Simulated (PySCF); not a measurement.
Isomers of C3H12O3Si3, one GFN2-xTB conformer each. Single-point energies are computed at PBE0/pcSseg-1 (PySCF, gas phase, no added dispersion term), electronic only.

Task: Rank them by PBE0/pcSseg-1 energy, lowest first (kJ/mol).
A. `[CH3:1][CH2:2][O:3][C@@H:4]1[SiH2:5][O:6][Si@@H:7]1[O:8][SiH3:9]` with C1–C2–O3–C4 -69°, C2–O3–C4–Si5 -172°, O6–Si7–O8–Si9 -50°, O3–C4–Si5–O6 -125°, C4–Si5–O6–Si7 8°, Si5–O6–Si7–O8 106°, O3–C4–Si7–O6 121°
B. `[CH3:1][CH2:2][CH2:3][SiH:4]1[O:5][SiH2:6][O:7][SiH2:8][O:9]1` with C1–C2–C3–Si4 64°, C2–C3–Si4–O5 -83°

Result: B (0.0), A (398.1).

As drawn, the higher has a four-membered ring, which the lower lacks. GFN2-xTB itself gives, in the same order: 0.0, 446.6. Both levels put the same isomer lowest.

Task: Which frontier levels, dipoles and rotational constants go with these structures?

Result: 
| SMILES | HOMO (eV, PBE0/pcSseg-1) | LUMO (eV) | dipole (D) | A, B, C (MHz) |
| --- | --- | --- | --- | --- |
| CCC[SiH]1O[SiH2]O[SiH2]O1 | -8.01 | 0.81 | 0.66 | 1910, 666.2, 525.7 |
| CCO[C@@H]1[SiH2]O[Si@@H]1O[SiH3] | -6.76 | -0.15 | 2.13 | 1076, 963.7, 653.2 |
